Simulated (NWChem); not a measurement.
System: hydrogen telluride (H2Te); SMILES [TeH2]

Computed with NWChem. The geometry was optimised at PBE0-D3(BJ)/def2-TZVP. def2 effective core potentials on Te; no spin-orbit coupling.

Q: Taking PBE0/def2-QZVP as the yardstick, which of these has the fewest basis functions while keeping “highest occupied level (eV)” within 0.1 eV of it: PBE0/def2-TZVPP; PBE0/def2-SVPD; PBE0/def2-TZVPD; PBE0/def2-TZVP; PBE0/def2-SVP?

A: PBE0/def2-SVPD.
| level | basis functions | highest occupied level (eV) |
|---|---|---|
| PBE0/def2-SVP | 36 | -6.45 |
| PBE0/def2-SVPD | 51 | -6.55 |
| PBE0/def2-TZVP | 62 | -6.57 |
| PBE0/def2-TZVPD | 77 | -6.59 |
| PBE0/def2-TZVPP | 78 | -6.58 |
| PBE0/def2-QZVP | 142 | -6.60 |

The yardstick is one finite set, not the basis-set limit.
